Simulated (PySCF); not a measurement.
**`InChI=1S/C7H6FN/c8-7-5-2-1-4(3-9)6(5)7/h1,5-7H,2H2/t5-,6+,7+/m0/s1`**

Geometry (Å), atoms numbered from 1 in this order:
```xyz
15

N     2.779    0.568   -2.354
C     1.988    0.310   -1.564
C     1.016    0.010   -0.594
C     0.781   -1.191   -0.048
C    -0.296   -1.144    0.992
C    -0.769    0.298    0.955
C    -1.356    0.765   -0.338
F    -2.214    1.819   -0.293
C     0.093    1.040   -0.047
H     1.298   -2.101   -0.295
H     0.106   -1.411    1.973
H    -1.098   -1.850    0.765
H    -1.107    0.767    1.867
H    -1.648    0.069   -1.116
H     0.423    2.060    0.075
```

Theory: TDDFT LC-wPBE/aug-cc-pVDZ circular dichroism and optical rotation, one conformer, gas phase in PySCF 2.14.0. Geometry: GFN2-xTB.

Q: Draw the ECD and absorption spectra from the lowest 12 states, each a Gaussian of half-width 0.25 eV at 1/e height.

A: 
```
E (eV)  λ (nm)  Δε (L mol⁻¹ cm⁻¹)  ε (L mol⁻¹ cm⁻¹)
  5.31     233              -0.26               248
  5.41     229              -1.08              1050
  5.51     225              -3.32              3210
  5.61     221              -7.39              7150
  5.71     217             -11.94             11600
  5.81     213             -14.02             13600
  5.91     210             -11.94             11600
  6.01     206              -7.39              7150
  6.11     203              -3.34              3210
  6.21     200              -1.21              1050
  6.31     196              -0.77               254
  6.41     193              -1.58              59.5
  6.51     190              -3.33              41.9
  6.61     187              -5.23              59.7
  6.71     185              -5.92              76.9
  6.81     182              -4.64               106
  6.91     179              -1.80               230
  7.01     177              +1.98               635
  7.11     174              +6.42              1620
  7.21     172             +10.16              3340
  7.31     170             +10.42              5410
  7.41     167              +6.13              6720
  7.51     165              +0.16              6360
  7.61     163              -4.33              4570
  7.71     161              -7.67              2560
  7.81     159             -11.35              1250
  7.91     157             -14.21               760
  8.01     155             -13.80               739
  8.11     153             -10.36               876
  8.21     151              -7.00               994
```
Δε uses R in velocity form, ε uses f in length form. Only the states computed contribute, so the short-wavelength end is incomplete.
